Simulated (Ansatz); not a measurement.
Steps of a relaxation of C₂H₆BNOSi (`[SiH3]C1=COBN1`) with RKS PBE0-D4/def2-TZVP.

```sh
$ ansatz run in.yaml --threads 4 --pin off --events-out ev --progress --plain --max-ram 10444MiB
```

```yaml
crystal:
  periodic: [false, false, false]
  atoms:
    - {symbol: Si, position_ang: [-0.676202, -0.423865, 1.812683]}
    - {symbol: C, position_ang: [0.050380, -0.023666, 0.139283]}
    - {symbol: C, position_ang: [1.372413, 0.189980, -0.156281]}
    - {symbol: O, position_ang: [1.558536, 0.458995, -1.483433]}
    - {symbol: B, position_ang: [0.299846, 0.420879, -2.099108]}
    - {symbol: N, position_ang: [-0.646493, 0.118358, -1.078988]}
    - {symbol: H, position_ang: [0.453796, -0.464577, 2.801239]}
    - {symbol: H, position_ang: [-1.681369, 0.617723, 2.231012]}
    - {symbol: H, position_ang: [-1.385346, -1.753442, 1.791302]}
    - {symbol: H, position_ang: [2.257330, 0.177225, 0.490627]}
    - {symbol: H, position_ang: [0.131086, 0.618920, -3.275895]}
    - {symbol: H, position_ang: [-1.657075, 0.008370, -1.138540]}
basis:
  gaussian: {orbitals: def2-TZVP}
hamiltonian: {xc: pbe0, dispersion: d4}
relax: {f_tol: 0.005, max_steps: 150}
```

Positions (Å) and forces (eV/Å) along the path, 6 of 6 steps:

```xyz
12
step=1 energy=-14256.4065 eV
Si   -0.676   -0.424    1.813    0.040    0.005   -0.011
C     0.050   -0.024    0.139    0.790    0.136   -0.232
C     1.372    0.190   -0.156   -0.660   -0.106    0.181
O     1.559    0.459   -1.483   -0.491   -0.103    0.201
B     0.300    0.421   -2.099    0.006   -0.026    0.183
N    -0.646    0.118   -1.079   -0.042    0.014   -0.116
H     0.454   -0.465    2.801   -0.242    0.008   -0.222
H    -1.681    0.618    2.231    0.223   -0.222   -0.108
H    -1.385   -1.753    1.791    0.162    0.296   -0.009
H     2.257    0.177    0.491   -0.524    0.004   -0.373
H     0.131    0.619   -3.276    0.058   -0.080    0.466
H    -1.657    0.008   -1.139    0.680    0.073    0.040
12
step=2 energy=-14256.4573 eV
Si   -0.668   -0.421    1.804    0.028    0.017   -0.074
C     0.050   -0.024    0.139    0.225    0.036   -0.049
C     1.356    0.188   -0.151   -0.204   -0.034    0.007
O     1.548    0.455   -1.472   -0.182   -0.021    0.059
B     0.297    0.419   -2.087    0.043   -0.032    0.132
N    -0.643    0.117   -1.075    0.019    0.018   -0.057
H     0.453   -0.462    2.781   -0.057    0.002   -0.050
H    -1.663    0.613    2.212    0.051   -0.054   -0.015
H    -1.370   -1.738    1.777    0.036    0.067    0.007
H     2.228    0.173    0.490   -0.129    0.003   -0.093
H     0.131    0.615   -3.250    0.010   -0.019    0.122
H    -1.642    0.008   -1.134    0.160    0.018    0.010
12
step=3 energy=-14256.4616 eV
Si   -0.666   -0.420    1.797    0.010    0.001   -0.010
C     0.051   -0.024    0.138   -0.030   -0.008    0.021
C     1.350    0.186   -0.150    0.017    0.028   -0.014
O     1.543    0.456   -1.467   -0.012   -0.034   -0.006
B     0.298    0.416   -2.082    0.019    0.037    0.030
N    -0.642    0.118   -1.074   -0.001   -0.013   -0.017
H     0.453   -0.460    2.771    0.006    0.000    0.002
H    -1.657    0.610    2.208   -0.002    0.004   -0.002
H    -1.365   -1.732    1.775   -0.002   -0.003   -0.001
H     2.217    0.173    0.490    0.007   -0.003    0.007
H     0.131    0.612   -3.239   -0.003   -0.005   -0.009
H    -1.637    0.010   -1.134   -0.007   -0.004   -0.001
12
step=4 energy=-14256.4617 eV
Si   -0.665   -0.420    1.797   -0.006    0.000    0.000
C     0.049   -0.024    0.138   -0.005    0.000   -0.007
C     1.350    0.187   -0.149   -0.019   -0.002   -0.005
O     1.543    0.455   -1.466    0.026    0.006   -0.013
B     0.298    0.418   -2.081   -0.014   -0.002    0.003
N    -0.643    0.117   -1.075    0.026    0.000    0.019
H     0.454   -0.461    2.771    0.003    0.000   -0.002
H    -1.655    0.612    2.208   -0.002    0.001    0.003
H    -1.365   -1.732    1.775   -0.001   -0.002    0.002
H     2.217    0.173    0.491   -0.006   -0.001    0.004
H     0.133    0.613   -3.239   -0.001    0.001   -0.003
H    -1.638    0.008   -1.136   -0.001   -0.001    0.001
12
step=5 energy=-14256.4618 eV
Si   -0.665   -0.420    1.797    0.003    0.001    0.000
C     0.049   -0.024    0.138   -0.009   -0.002    0.003
C     1.350    0.187   -0.150    0.004    0.000   -0.005
O     1.543    0.455   -1.467    0.001    0.003    0.000
B     0.298    0.418   -2.081    0.001   -0.004    0.003
N    -0.642    0.117   -1.074    0.002    0.002   -0.002
H     0.454   -0.461    2.770    0.001    0.000    0.000
H    -1.656    0.611    2.209    0.000    0.001    0.000
H    -1.366   -1.732    1.776    0.000   -0.001    0.000
H     2.217    0.173    0.491    0.000    0.000    0.004
H     0.132    0.613   -3.239   -0.001    0.001   -0.002
H    -1.638    0.008   -1.135   -0.002    0.000   -0.001
12
step=6 energy=-14256.4618 eV
Si   -0.665   -0.420    1.797    0.001    0.000    0.000
C     0.048   -0.024    0.137   -0.001    0.000    0.002
C     1.349    0.187   -0.149   -0.001    0.000   -0.002
O     1.543    0.455   -1.466   -0.001    0.000   -0.001
B     0.298    0.418   -2.081    0.002    0.000    0.001
N    -0.643    0.117   -1.075    0.000    0.000    0.001
H     0.456   -0.461    2.768    0.000    0.000    0.000
H    -1.655    0.612    2.210    0.000    0.000    0.000
H    -1.366   -1.732    1.777    0.000    0.000    0.000
H     2.215    0.173    0.493    0.000    0.000    0.000
H     0.133    0.613   -3.239    0.000    0.000    0.000
H    -1.638    0.008   -1.137   -0.001    0.000   -0.001
```

Hardware: 4 threads of an Intel Xeon Platinum 8488C on a shared host. Wall time 21 s, peak host memory 0.7 GiB.
